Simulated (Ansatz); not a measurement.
C6H14, charge -1, doublet, at the geometry of the source list (a state made from the parent by changing its charge; the spin is typed, not shown lowest) (a gas-phase anion, which may not be bound at this level). Base run: PBE/3-21G in Ansatz (a quantum-chemistry and plane-wave program).

Input for Ansatz:
Ansatz 0.2 input:
```yaml
crystal:
  periodic: [false, false, false]
  atoms:
    - {symbol: C, position_ang: [2.83340000, 0.85030000, -0.34240000]}
    - {symbol: C, position_ang: [1.82880000, 0.00110000, 0.42560000]}
    - {symbol: C, position_ang: [0.44440000, 0.03160000, -0.21760000]}
    - {symbol: C, position_ang: [-0.56010000, -0.81700000, 0.55810000]}
    - {symbol: C, position_ang: [-1.93330000, -0.90240000, -0.10840000]}
    - {symbol: C, position_ang: [-2.66640000, 0.43210000, -0.15860000]}
    - {symbol: H, position_ang: [2.93620000, 0.49080000, -1.36410000]}
    - {symbol: H, position_ang: [2.50950000, 1.88830000, -0.37790000]}
    - {symbol: H, position_ang: [3.81090000, 0.81330000, 0.13320000]}
    - {symbol: H, position_ang: [2.18440000, -1.03130000, 0.46810000]}
    - {symbol: H, position_ang: [1.75560000, 0.36640000, 1.45290000]}
    - {symbol: H, position_ang: [0.09860000, 1.06580000, -0.26140000]}
    - {symbol: H, position_ang: [0.51550000, -0.34040000, -1.24290000]}
    - {symbol: H, position_ang: [-0.67420000, -0.40920000, 1.56570000]}
    - {symbol: H, position_ang: [-0.15880000, -1.82930000, 0.65710000]}
    - {symbol: H, position_ang: [-1.81730000, -1.29070000, -1.12340000]}
    - {symbol: H, position_ang: [-2.54310000, -1.61770000, 0.44960000]}
    - {symbol: H, position_ang: [-2.74670000, 0.86090000, 0.83800000]}
    - {symbol: H, position_ang: [-3.67090000, 0.29620000, -0.55390000]}
    - {symbol: H, position_ang: [-2.14660000, 1.14120000, -0.79750000]}
basis:
  gaussian:
    orbitals: 3-21G.json
hamiltonian:
  xc: pbe
total_charge: -1
magnetization: {spin_polarized: true, initial_magnetization: 1}
```
The basis file holds 3-21G in the JSON format of the Basis Set Exchange.

Variants of this job, named by their change:

| change | basis functions | E (Eh) | core-seconds (rough) |
|---|---|---|---|
| base | 82 | -235.27641 | 20 |
| basis = pcseg-0 | 82 | [?] | 10 |
| basis = pc-1 | 154 | -236.58208 | 20 |
| basis = cc-pVDZ | 154 | -236.61199 | 20 |
| basis = def2-SVP | 154 | -236.44318 | 20 |
| basis = pcseg-1 | 154 | -236.58138 | 20 |
| basis = 6-31G** | 160 | -236.59279 | 20 |
| basis = 6-311G** | 192 | -236.69302 | 30 |
| basis = 6-311++G** | 230 | -236.76793 | 90 |
| basis = def2-SVPD | [?] | [?] | 60 |
| basis = 6-311+G(2d,p) | [?] | [?] | 100 |
| basis = aug-cc-pVDZ | 264 | -236.72736 | 100 |
| basis = def2-TZVP | [?] | [?] | 40 |

**Question.** Some entries are withheld; supply them.

**Answer.** 
- basis = pcseg-0, E (Eh): -236.01499
- basis = def2-SVPD, basis functions: 232
- basis = def2-SVPD, E (Eh): -236.50591
- basis = 6-311+G(2d,p), basis functions: 246
- basis = 6-311+G(2d,p), E (Eh): -236.75165
- basis = def2-TZVP, basis functions: 270
- basis = def2-TZVP, E (Eh): -236.72807

Totals compare only among sets that treat the same electrons; sets with core potentials leave the core out.

A gas-phase anion may not be bound at this level; its values then depend on the basis.
